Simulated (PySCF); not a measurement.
A run for PySCF: R-B3LYP/LANL2DZ on CH7PSi (SMILES C[SiH2]P), a point of a torsion scan.

```python
from pyscf import gto, scf, dft, mp
from pyscf.data.elements import chemcore

mol = gto.M(
    atom='''
    C    -1.23380292    0.64971598   -0.10897018
    Si   -0.06561979   -0.83271582    0.10933592
    P     2.02692056   -0.03669896    0.28549031
    H    -2.27239538    0.33628820   -0.07980379
    H    -1.08415128    1.38035987    0.68146579
    H    -1.06528820    1.15308170   -1.05734015
    H    -0.34421517   -1.55192373    1.35711560
    H    -0.23186597   -1.75852240   -1.02052265
    H     2.63592756   -1.14528651   -0.27150475
    H     2.01366281    0.63011280   -0.92666175
    ''',
    basis='lanl2dz',
    ecp={'P': 'lanl2dz', 'Si': 'lanl2dz'},
    charge=0, spin=0, verbose=3, max_memory=1800)
mf = dft.RKS(mol, xc='b3lyp')
mf.conv_tol = 1e-8
mf.max_cycle = 100
mf.kernel()
if not mf.converged:
    mf = mf.newton().run(mf.mo_coeff, mf.mo_occ)
```

### Question
What total energy does the run end on?

### Answer
-52.6735 hartree.
